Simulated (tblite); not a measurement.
Compound: vinylcyclohexene, C8H12.
Geometry (GFN2-xTB, Å), atoms numbered from 1 in this order:
```
atom  x, y, z in Å
C1     3.0252    0.2105   -0.4742
C2     1.9433   -0.3622    0.0183
C3     0.5461    0.1343   -0.1845
C4    -0.0900    0.5110    1.1593
C5    -1.5644    0.7394    1.0320
C6    -2.2790    0.3571   -0.0127
C7    -1.6941   -0.3597   -1.1905
C8    -0.3202   -0.9347   -0.8591
H9     4.0121   -0.1841   -0.3008
H10    2.9708    1.1038   -1.0751
H11    2.0277   -1.2596    0.6189
H12    0.5663    1.0215   -0.8258
H13    0.3892    1.4106    1.5551
H14    0.0860   -0.2896    1.8867
H15   -2.0359    1.2424    1.8655
H16   -3.3399    0.5624   -0.0571
H17   -1.6121    0.3410   -2.0288
H18   -2.3697   -1.1588   -1.5069
H19    0.1679   -1.2918   -1.7685
H20   -0.4344   -1.7827   -0.1804
```

Level: GFN2-xTB in tblite, geometry and Hessian alike; calculated harmonic values, unscaled, isolated species. This tight-binding method is rough: wavenumbers can miss measured ones by several per cent, in bad cases by 10 to 20. One conformer, not necessarily the lowest.

Harmonic wavenumbers (cm⁻¹): 61.7, 103.3, 180.2, 262.6, 323.2, 363.6, 408.7, 472.4, 509.6, 655.5, 680.3, 746.8, 837.8, 896.1, 913.3, 921.1, 944.1, 958.5, 971.9, 1000.4, 1025.4, 1068.7, 1102.6, 1112.2, 1133.8, 1137.3, 1198.8, 1208.6, 1234.1, 1260.9, 1291.3, 1305.1, 1331.7, 1336.1, 1350.8, 1357.0, 1422.5, 1471.1, 1475.6, 1491.4, 1718.4, 1737.1, 2920.3, 2924.4, 2941.5, 2962.5, 2964.2, 2970.7, 2982.9, 3046.0, 3051.7, 3068.1, 3097.0, 3121.1.

A = 4309, B = 1403, C = 1152 MHz; mass 108.094 u (most abundant isotopes); point group C1, symmetry number 1.

Task: Zero-point energy?

Result: Half the sum of the wavenumbers: 38516 cm⁻¹ = 460.75 kJ/mol.

Task: Give the ideal-gas entropy at 400 K and 1 bar in the rigid-rotor, harmonic-oscillator model (classical rotation).

Result: Translation 173.37, rotation 121.76, vibration 117.06: S = 412.2 J/(mol K).

Task: And Cp and H(400 K) − H(0)?

Result: Cp = 183.29 J/(mol K), of which vibrations give 150.03 (their classical limit is 54 R = 449.0); H(400 K) − H(0) = 39.71 kJ/mol without the zero-point energy, 26.40 from vibrations.

Task: How do the functions run with temperature in this model?

Result: 
```csv
T (K),S (J/(mol K)),Cp (J/(mol K)),H − H(0) (kJ/mol),G − H(0) (kJ/mol),ln q(vib)
150,296.1,76.3,7.95,-36.47,1.67
250,343.5,114.4,17.39,-68.49,3.34
298.15,365.5,136.2,23.42,-85.56,4.20
600,501.7,259.0,84.38,-216.65,10.31
900,621.8,332.1,173.98,-385.65,16.80
```

q(vib) and H(0) count from the zero-point level.

Task: Which modes carry the vibrational entropy at 400 K?

Result: 61.7 cm⁻¹: 20.85; 103.3 cm⁻¹: 16.59; 180.2 cm⁻¹: 12.06; 262.6 cm⁻¹: 9.09; 323.2 cm⁻¹: 7.52; 363.6 cm⁻¹: 6.65 J/(mol K); the other 48 give 44.29 together.

Hindered rotation and anharmonicity are outside this model. Other conformers, if any are populated, would add a mixing term that is left out. The structure is chiral; the term R ln 2 for an equal mix with its mirror image is left out.
